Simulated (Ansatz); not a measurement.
Strength of the Ge–H bond: GeH2(GeH3)(OH) → GeH(GeH3)(OH) + H

Species: GeH2(GeH3)(OH), singlet; GeH(GeH3)(OH), doublet; H atom, doublet. 

Shapes, held fixed at every level: PBE0-D4/def2-TZVP. Flexible molecules stand in one conformer, not always the lowest. Programs: Ansatz 0.2.0. The zero-point and thermal change to 298 K, harmonic and unscaled (PBE0-D4/def2-TZVP), is -17.4 kJ/mol.

```json
{"level": "SPW92/def2-TZVPP", "kind": "LDA", "ΔH(298 K) (kJ/mol)": "+356.5", "less CCSD(T)/def2-TZVPP": "+14.4", "CPU time (sum over the molecules)": "15 s"}
{"level": "PBE-D4/def2-TZVPP", "kind": "GGA", "ΔH(298 K) (kJ/mol)": "+316.7", "less CCSD(T)/def2-TZVPP": "-25.4", "CPU time (sum over the molecules)": "27 s"}
{"level": "r2SCAN-D4/def2-TZVPP", "kind": "meta-GGA", "ΔH(298 K) (kJ/mol)": "+325.2", "less CCSD(T)/def2-TZVPP": "-16.9", "CPU time (sum over the molecules)": "62 s"}
{"level": "PBE0-D4/def2-TZVPP", "kind": "global hybrid", "ΔH(298 K) (kJ/mol)": "+324.4", "less CCSD(T)/def2-TZVPP": "-17.7", "CPU time (sum over the molecules)": "42 s"}
{"level": "r2SCAN0-D4/def2-TZVPP", "kind": "global hybrid", "ΔH(298 K) (kJ/mol)": "+328.3", "less CCSD(T)/def2-TZVPP": "-13.8", "CPU time (sum over the molecules)": "71 s"}
{"level": "MP2/def2-SVP", "kind": "perturbation theory", "ΔH(298 K) (kJ/mol)": "+322.5", "less CCSD(T)/def2-TZVPP": "-19.6", "CPU time (sum over the molecules)": "–"}
{"level": "CCSD/def2-TZVPP", "kind": "coupled cluster or CI", "ΔH(298 K) (kJ/mol)": "+341.8", "less CCSD(T)/def2-TZVPP": "-0.3", "CPU time (sum over the molecules)": "–"}
{"level": "CCSD(T)/def2-TZVPP", "kind": "coupled cluster or CI", "ΔH(298 K) (kJ/mol)": "+342.1", "less CCSD(T)/def2-TZVPP": "0.0", "CPU time (sum over the molecules)": "48 min"}
```

The highest level, CCSD(T)/def2-TZVPP, gives ΔH(298 K) = +342.1 kJ/mol; the levels span +316.7 to +356.5. The column of differences is taken from that level and isn't an error. No measured value is set beside it here. Open shells run unrestricted unless RO is named. Relativity is left out for Ge unless named. Correlated rows may include outer-core shells of Ge, which these sets cover unevenly. Times are processor times on shared x86 and Arm servers, and rough.
